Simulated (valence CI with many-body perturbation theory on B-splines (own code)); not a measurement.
**Hyperfine factors and g values of Tc¹²⁺**

Calculated by configuration interaction combined with many-body perturbation theory (CI+MBPT): three valence electrons over a frozen Dirac-Fock core [Ar] 3d10, radial functions for each j: 11 s, 11 p, 9 d, 7 f, 5 g, 2 h, 1 i, with the one-electron correlation potential Σ1, the two-electron term Σ2, the three-electron term Σ3, Breit, model QED; selected CI, second order for the rest, scaled by the run's own slope (own B-spline code, finite nucleus).

No measured spectrum was set against this ion. As an estimate, levels hold to about 250 cm⁻¹ or 0.2 % of their energy and the worst to 1 %, as in measured heavy ions of charge 2 to 7; those with d or f electrons hold less well.

A/g_I is the dipole constant over the nuclear g factor μ/I (μ in nuclear magnetons, uniformly magnetised nucleus), B/Q the quadrupole constant per barn. Both hold the static response of the core; the bare values leave it out. Large factors of s and p1/2 electrons are usually good to 5 to 10 %; those of open d and f shells near neutrality can be off by tens of per cent, and small factors of p3/2, d and f electrons come from cancelling terms and can be off by a factor of two or in sign, in half-filled shells by more. B is blank for J = 1/2, where it vanishes, and for nearly pure S terms. Energies count from the lowest level.

Names give the largest LS component (configuration and term), which can be under half, so a name can repeat, a term be missing and a line seem to break the LS rules; names also repeat where a configuration has a term twice. Letters in brackets count levels of one name in rising energy.

```csv
Level,E (cm⁻¹),g,A/g_I (MHz),A/g_I bare,B/Q (MHz/b),B/Q bare
4s²4p ²P°_1/2,0,0.665,27300,25600,,
4s²4p ²P°_3/2,33565,1.333,4880,4490,8910,8240
4s4p² ⁴P_1/2,213360,2.623,62600,58500,,
4s4p² ⁴P_3/2,230100,1.724,24600,23100,7340,6770
4s4p² ⁴P_5/2,244490,1.554,25900,24200,-6780,-6270
4s4p² ²D_3/2,284420,0.828,-5400,-5060,11500,10600
4s4p² ²D_5/2,293180,1.246,24500,23000,14800,13700
4s4p² ²P_1/2,319630,1.305,31200,29300,,
4s4p² ²S_1/2,353000,1.408,70300,65900,,
4s4p² ²P_3/2,359930,1.314,-7650,-7220,-8490,-7880
4s²4d ²D_3/2,458410,0.800,1110,1100,1900,1700
4s²4d ²D_5/2,463620,1.200,2100,2010,2590,2320
4p³ ⁴S°_3/2 [a],531610,1.426,3230,3070,6000,5540
4p³ ⁴S°_3/2 [b],549340,1.383,-405,-328,376,345
4p³ ²D°_5/2,552210,1.199,9450,8870,-1470,-1370
4p³ ²P°_1/2,590280,0.665,25500,23900,,
4p³ ²P°_3/2,607070,1.321,4010,3790,-6690,-6190
4s4p4d ⁴F°_3/2,628880,0.422,-10400,-9690,3920,3560
4s4p4d ⁴F°_5/2,635780,1.039,9540,8970,2660,2400
4s4p4d ⁴F°_7/2,646700,1.245,13500,12700,3830,3450
4s4p4d ⁴F°_9/2,663850,1.333,13100,12300,10900,9980
4s4p4d ⁴P°_5/2 [a],665770,1.482,16000,15000,2670,2400
4s4p4d ⁴D°_3/2,670190,1.392,9630,9100,1960,1790
4s4p4d ⁴D°_1/2,672790,0.369,-28800,-26900,,
4s4p4d ⁴D°_5/2,690620,1.247,15100,14200,-2020,-1870
4s4p4d ²D°_3/2 [a],690960,1.080,166,148,-1850,-1710
4s4p4d ⁴P°_1/2,691040,2.309,49700,46600,,
4s4p4d ⁴D°_7/2,692760,1.414,15700,14800,-4630,-4300
4s4p4d ⁴P°_3/2,694060,1.255,7170,6790,-4380,-4040
4s4p4d ⁴P°_5/2 [b],696100,1.313,15600,14700,-4190,-3870
4s4p4d ²F°_5/2 [a],709810,0.977,11400,10700,5820,5320
4s4p4d ²F°_7/2 [a],733130,1.143,-403,-363,10700,9810
4s4p4d ²P°_3/2 [a],747500,1.229,5640,5280,1070,958
4s4p4d ²F°_7/2 [b],753480,1.150,12400,11600,9090,8300
4s4p4d ²F°_5/2 [b],756000,0.866,-6300,-5880,7860,7190
4s4p4d ²P°_1/2 [a],765450,0.661,-30000,-28000,,
4s4p4d ²P°_1/2 [b],778090,0.658,6840,6470,,
4s4p4d ²D°_3/2 [b],783810,1.059,18000,16900,-714,-701
4s4p4d ²P°_3/2 [b],784970,1.164,339,394,-3840,-3560
4s4p4d ²D°_5/2,787940,1.189,-4670,-4340,-6740,-6270
```

Problem. Take the isotope of mass number 99, with I = 9/2, μ = 5.678 μN and Q = -0.129 b. What is the hyperfine structure of 4s²4p ²P°_1/2?

Solution. From the table A = 34400 MHz. Shifts from the centre of gravity in MHz: F = 4: -94600, F = 5: 77400.
